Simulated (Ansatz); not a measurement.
Cost and result for the atomization energy of `C[O][GaH][Br]` (8 atoms, 7 bonds).

Cartesian coordinates in Å:
```
C -0.3648 1.1892 -0.2209
O 0.6076 0.2334 -0.5685
Ga 0.7088 -1.4169 0.0518
Br -0.9077 -2.0220 1.5563
H 0.1247 2.0668 0.2134
H -1.0975 0.8118 0.5013
H -0.9016 1.5069 -1.1205
H 1.8306 -2.3691 -0.4129
```

Charge 0, multiplicity 1. Correlated methods include outer-core shells of Br, Ga, which these sets cover unevenly. Scalar relativity is left out up to krypton. Geometry: relaxed with PBE0-D4/def2-TZVP. It is one conformer, not always the lowest. Program: Ansatz. All runs use 4 threads of an Arm Neoverse V2 on a shared host. Times are those of one run each, without the atoms' runs, and a repeat can differ threefold. Electronic energies, without spin–orbit coupling; frozen cores. CCSD(T)/CBS adds CCSD(T) − MP2 in def2-TZVPP to the MP2 limit, and its time is that of the two runs behind it. T1 = 0.012. With those shells the extrapolation isn't a true limit.

CCSD(T)/CBS is a level of theory with its own doubt, some kJ/mol a heavy atom from the limit and from the frozen cores, so smaller differences don't rank the functionals.

| level | functions | wall time |
| --- | --- | --- |
| BLYP-D4/def2-TZVPP | 214 | 1.7 s |
| revPBE-D4/def2-TZVPP | 214 | 1.8 s |
| PBE-D4/def2-TZVPP (with forces) | 214 | 2 s |
| PBE0-D4/def2-TZVPP | 214 | 3 s |
| CAM-B3LYP-D4/def2-TZVPP | 214 | 3.4 s |
| r2SCAN-D4/def2-TZVPP (with forces) | 214 | 4.3 s |
| PBE-QIDH/def2-TZVPP | 214 | 5.5 s |
| ωB97X-V/def2-TZVPP | 214 | 7.5 s |
| CCSD(T)/def2-SVP | 112 | 8.5 s |
| B97M-V/def2-TZVPP | 214 | 9.5 s |
| MP2/def2-QZVPP | 412 | 18 s |
| CCSD(T)/def2-TZVPP | 214 | 2.5 min |
| CCSD(T)/CBS(def2) | – | 2.8 min |

Task: What atomization energy does each give, and how far from CCSD(T)/CBS? (An estimate is asked.)

Result: Computed: 
| level | atomization (kcal/mol) | difference from CCSD(T)/CBS | per bond |
| --- | --- | --- | --- |
| BLYP-D4/def2-TZVPP | 620.0 | -11.0 | -1.6 |
| revPBE-D4/def2-TZVPP | 618.0 | -13.0 | -1.9 |
| PBE-D4/def2-TZVPP (with forces) | 635.6 | 4.6 | 0.7 |
| PBE0-D4/def2-TZVPP | 624.6 | -6.4 | -0.9 |
| CAM-B3LYP-D4/def2-TZVPP | 626.6 | -4.4 | -0.6 |
| r2SCAN-D4/def2-TZVPP (with forces) | 631.2 | 0.2 | 0.0 |
| PBE-QIDH/def2-TZVPP | 625.1 | -5.9 | -0.9 |
| ωB97X-V/def2-TZVPP | 628.9 | -2.1 | -0.3 |
| CCSD(T)/def2-SVP | 595.8 | -35.2 | -5.0 |
| B97M-V/def2-TZVPP | 627.7 | -3.3 | -0.5 |
| MP2/def2-QZVPP | 637.7 | 6.7 | 0.9 |
| CCSD(T)/def2-TZVPP | 616.4 | -14.6 | -2.1 |
| CCSD(T)/CBS(def2) | 631.0 | 0.0 | 0.0 |

The D4 term adds +6.4 kcal/mol with B3LYP and +3.4 kcal/mol with PBE0; it sums over pairs of atoms, weighted by their polarisabilities, and B3LYP, whose exchange is more repulsive, gets the larger term. From BLYP to BHLYP (50 % exact exchange), in def2-TZVPP and without D4, the atomization energy moves by −12.4 kcal/mol: exact exchange takes away binding that semilocal exchange gives to molecules. At CCSD(T), def2-SVP lies −35.2 kcal/mol from the extrapolated value and def2-TZVPP −14.7 kcal/mol: correlation converges slowly with the basis, and small sets miss more of it in the bonded molecule than in its fragments.

B3LYP here is the variant with VWN-RPA as its local correlation; programs differ in this.
